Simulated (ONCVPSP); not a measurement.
# Cr: one change to an ONCV potential, before and after

chromium (Cr), optimised norm-conserving Vanderbilt (ONCV), made with ONCVPSP 4.0.1 (Wu-Cohen, scalar-relativistic). Core [Ne], reference 3s2 3p6 3d5 (charge +1). Waves: 3s: rc 1.30 bohr, ncon 5, nbas 9, qcut 11.4 1/bohr, 2 projectors, debl 3.3 Ha; 3p: rc 1.15 bohr, ncon 5, nbas 8, qcut 13.7 1/bohr, 1 projector; 3d: rc 1.70 bohr, ncon 4, nbas 8, qcut 10.4 1/bohr, 3 projectors, debl 3.1 Ha. Local part: polynomial inside 1.10 bohr (lpopt 5, dvloc0 -1 Ha). Core correction: Teter function, fcfact 3, rcfact 1.2.

Change: fully relativistic.

Cutoffs: the cutoffs (Ha) at which the residual kinetic energy of the hardest occupied pseudo-wave falls to 1 and 0.1 mHa per electron; they do not see the model core or the augmentation charge, which bear on the density cutoff. Errors are all-electron minus pseudo energies relative to the spin-unpolarised reference configuration.

Task: Predict the effect on cutoff, ghosts and configuration errors.

Result: The potential gets neither clearly harder nor softer (57 Ha and 71 Ha → 57 Ha and 71 Ha); of the 4 tests that both files solve, the error grows in 0 and shrinks in 2 by more than 15 % and 0.3 meV (median size 8.1 → 7.7 meV); neither file shows a bound ghost.

```tsv
quantity	base	changed
cutoff, loose	57 Ha	57 Ha
cutoff, tight	71 Ha	71 Ha
loose cutoff by channel	s 44 Ha, p 57 Ha, d 37 Ha	s 44 Ha, p 57 Ha, d 37 Ha
bound ghosts	none	none
GHOST(+) flags under 300 eV	none	none
error for 3s2 3p6 3d5 4s1, meV [ΔE -6.84 eV]	+3.8	+2.9
error for 3s2 3p6 3d4, meV [ΔE 16.02 eV]	+12	+12
error for 3s2 3p6 3d3, meV [ΔE 46.75 eV]	+130	+130
error for 3s2 3p6 3d5 4s0.5, meV [ΔE -4.14 eV]	+1.4	+0.9
s: phases at 1.32 bohr within 0.05 rad from the reference energy up to (Ha; the scan ends near 5)	to the end of the scan	to the end of the scan
rms error of d²Exc/dni dnj with the model core, mHa	1.38	8.71
```
